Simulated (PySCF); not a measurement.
Compound: C5H4F4O.
SMILES: `O=C(F)C1(C(F)(F)F)CC1`

The closed-shell SCF was solved with PySCF and density fitting under several settings on one GFN2-xTB geometry (grid level 2 and gas phase unless stated).

```json
{"settings": "PBE0/pcSseg-1", "basis functions": "190", "SCF cycles": "15", "E (Eh)": "-666.8015", "HOMO (eV)": "-9.52", "LUMO (eV)": "-0.96", "dipole (D)": "3.05"}
{"settings": "PBE0/def2-SVPD", "basis functions": "247", "SCF cycles": "14", "E (Eh)": "-666.3983", "HOMO (eV)": "-9.61", "LUMO (eV)": "-1.11", "dipole (D)": "3.12"}
{"settings": "HF/pcSseg-1, IEF-PCM chloroform, grid level 3", "basis functions": "190", "SCF cycles": "12", "E (Eh)": "-664.2023", "HOMO (eV)": "-12.78", "LUMO (eV)": "3.51", "dipole (D)": "4.02"}
{"settings": "PBE0/3-21G, energy threshold 1e-07 Eh, start guess sap", "basis functions": "98", "SCF cycles": "15", "E (Eh)": "-663.2135", "HOMO (eV)": "-9.02", "LUMO (eV)": "-0.54", "dipole (D)": "2.92"}
```

**Question.** Estimate the row for these settings: BHandHLYP/pcSseg-1, IEF-PCM acetonitrile, start guess atom, level shift 0.3 Eh.

**Answer.** 
```csv
settings,basis functions,SCF cycles,E (Eh),HOMO (eV),LUMO (eV),dipole (D)
"BHandHLYP/pcSseg-1, IEF-PCM acetonitrile, start guess atom, level shift 0.3 Eh",190,14,-667.1759,-10.78,0.39,3.96
```

**Question.** Over all rows, what range does the HOMO–LUMO gap span?

**Answer.** From 8.48 eV (PBE0/3-21G, energy threshold 1e-07 Eh, start guess sap) to 16.29 eV (HF/pcSseg-1, IEF-PCM chloroform, grid level 3). The functional of the narrowest has 25 % exact exchange, that of the widest 100 % exact exchange.

**Question.** Compare two rows with the functional PBE0: PBE0/3-21G, energy threshold 1e-07 Eh, start guess sap and PBE0/def2-SVPD. Which energy is lower, and by how much?

**Answer.** PBE0/def2-SVPD (247 functions) lies 3.1848 Eh or 1998 kcal/mol below PBE0/3-21G, energy threshold 1e-07 Eh, start guess sap (98 functions).

Cycle counts include a coarse-grid stage where the run had one. The structure is a single GFN2-xTB conformer; no vibrational corrections.

Conformer computed: `[O:1]=[C:2]([F:3])[C:4]1([C:5]([F:6])([F:7])[F:8])[CH2:9][CH2:10]1`: O1–C2–C4–C5 180°, C2–C4–C5–F6 61°.
